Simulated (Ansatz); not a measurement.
`[CH3][Al]([OH])[OH]` + H–F → `[CH3][Al]([OH])[F]` + H₂O  (ligand exchange at the Al–O bond)

Computed with Ansatz on PBE0-D4/def2-TZVP structures; ΔE is electronic, products minus reactants. CCSD(T)/CBS is the MP2 limit (def2-TZVPP, def2-QZVPP) plus CCSD(T) − MP2 in def2-TZVPP, frozen cores. This one scheme is used for every species. Functionals use def2-TZVPP. HSE06 is defined as in plane-wave codes. One conformer a species, not always the lowest.

```
             level  ΔE (kcal/mol)
           BLYP-D4          -13.1
            B2PLYP          -13.2
               PBE          -13.0
             HSE06          -12.9
             BHLYP          -13.8
RPA@PBE/def2-TZVPP          -12.7
SCS-MP2/def2-TZVPP          -12.7
     HF/def2-QZVPP          -14.6
```

Problem. What does CCSD(T)/CBS give? (Estimate.)

Solution. The calculation gave: -12.9 kcal/mol. The listed levels differ from it by -0.2, -0.3, -0.1, 0.0, -0.9, 0.2, 0.2, -1.7 kcal/mol.

Largest T1 diagnostic among the species: 0.012.

Leaving LDA and LC-ωPBE aside and taking each functional with its dispersion term where it has one, the values, not all of them listed here, spread over 1.3 kcal/mol, from B97M-V to revPBE-D4. LDA lies +1.2 kcal/mol from PBE without D4. At CCSD(T), def2-SVP lies −1.4 kcal/mol from the extrapolated value and def2-TZVPP +0.3 kcal/mol.
